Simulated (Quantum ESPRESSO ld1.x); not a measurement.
Values are calculated unless marked as measured or tabulated.
Task: These are the eigenvalues of the occupied orbitals of an atom or ion with whole-number occupations (eV). Level of theory: scalar-relativistic Kohn-Sham, LDA (Slater exchange, VWN5 correlation), spin-unpolarised, spherical densities, point nucleus (ld1.x of Quantum ESPRESSO 7.5).

| orbital | eigenvalue |
|---|---|
| 1s | -61198.8 |
| 2s | -10375.4 |
| 2p | -9148.37 |
| 3s | -2343.27 |
| 3p | -1973.46 |
| 3d | -1522.47 |
| 4s | -465.840 |
| 4p | -344.401 |
| 4d | -184.585 |
| 5s | -62.0034 |
| 5p | -34.4662 |
| 4f | -10.0632 |
| 6s | -9.5519 |

Which element is it, and in what charge state? The configuration may be excited.

Result: Z = 70, ytterbium, charge +1: Yb+ in [Xe] 4f14 6s1. The list shows which subshells hold electrons but not how many an open one holds; the 1s level, -2249 hartree, gives Z - s = 67.1 by -(Z - s)^2/2, which with screening and relativity narrows Z to a few neighbours, and the depths of the outer levels then fix element, charge and occupations together.
